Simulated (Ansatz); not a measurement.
A run for Ansatz (a program for electronic structure): R-PBE/def2-TZVPP on BrGeH (SMILES [GeH][Br]), atoms moved off the minimum.

Ansatz 0.2 input:
```yaml
crystal:
  periodic: [false, false, false]
  atoms:
    - {symbol: Ge, position_ang: [-0.75179093, -0.60127541, 0.84632656]}
    - {symbol: H, position_ang: [-1.66824049, -1.07669687, -0.29527142]}
    - {symbol: Br, position_ang: [0.68491993, 0.59966811, -0.71403364]}
basis:
  gaussian:
    orbitals: def2-TZVPP
hamiltonian:
  xc: {name: PBE}
scf: {lower_state_search: off}
output: {forces: true}
```

The head of its log:

```
WARN ansatz: RAYON_NUM_THREADS=1 ignored (pool sized by the plan → 1); use --threads N
Functional definition: PBE
these checks for a lower state are left out or cut short: stability, starts, cluster_reference, orbital_swaps, neighbouring_geometries, increment
integrals: 0.04 GiB planned
793 factors; their error is unknown
mean field: 0.26 GiB planned
mean field evaluation 1: about -126561.1541 eV, gradient 2.4e1 eV
mean field evaluation 2: about -126558.4363 eV, gradient 4.1e1 eV
```

**Question.** What total energy does the run end on?

**Answer.** -4651.0701 hartree.
